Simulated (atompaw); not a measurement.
## Before and after: PAW (atompaw) potential for titanium

Ti (Z = 22), PAW, made with atompaw 4.2.0.5 (PBEsol, scalar-relativistic). Core [Ar], reference 3d2 4s1 4p0 (charge +1). Waves: 4s (bound): rc 2.35 bohr; 4s channel at 3.45 Ry: rc 2.35 bohr; 4p (bound, empty): rc 1.40 bohr; 4p channel at 0.4 Ry: rc 1.40 bohr; 3d (bound): rc 2.35 bohr; 3d channel at -0.5 Ry: rc 1.55 bohr. Local part: bessel scheme, radius 2.00 bohr. Core correction: smooth core density matched at 1.30 bohr. Augmentation charge: sinc compensation charge, radius 1.90 bohr; PAW radius 2.35 bohr; waves and projectors: custom rrkj gramschmidtortho.

Change: wave 4s channel at 3.45 Ry: rc 2.35 bohr becomes 4s channel at -0.38 Ry: rc 2.35 bohr.

Cutoffs: the cutoffs (Ry, on a coarse ladder) from which the occupation-weighted sum of valence levels, in a spherical-Bessel basis at the reference potential, stays within 10 and 1 mRy of its value at 400 Ry; they do not see the model core or the augmentation charge, which bear on the density cutoff.

Task: What does the change do?

Result: The potential gets neither clearly harder nor softer (15 Ry and 18 Ry → 15 Ry and 18 Ry); the bound ghosts move from p to p, s; the range in which the s phases agree widens (upper end 3.7 → at the end of the scan).

| quantity | base | changed |
| --- | --- | --- |
| cutoff, loose | 15 Ry | 15 Ry |
| cutoff, tight | 18 Ry | 18 Ry |
| bound ghosts | p | p, s |
| s: phases at 2.36 bohr within 0.05 rad from the reference energy up to (Ry; the scan ends near 5) | 3.7 | to the end of the scan |
| p: phases at 2.36 bohr within 0.05 rad from the reference energy up to (Ry; the scan ends near 5) | to the end of the scan | to the end of the scan |
| d: phases at 2.36 bohr within 0.05 rad from the reference energy up to (Ry; the scan ends near 5) | 1.5 | 1.5 |
| lowest overlap eigenvalue by channel | s 0.87, p 0.26, d 0.04 | s 0.58, p 0.26, d 0.04 |

Base: The cutoffs count occupied waves only; the empty 4p level needs 25 Ry at the loose tolerance. Changed file: The cutoffs count occupied waves only; the empty 4p level needs 25 Ry at the loose tolerance. A true bound ghost makes a file unfit for plane-wave use even where its test errors are small: the radial tests pick states by their node count and pass the ghost by. The cutoffs see the waves, projectors and local potential, not the compensation charge or the core.
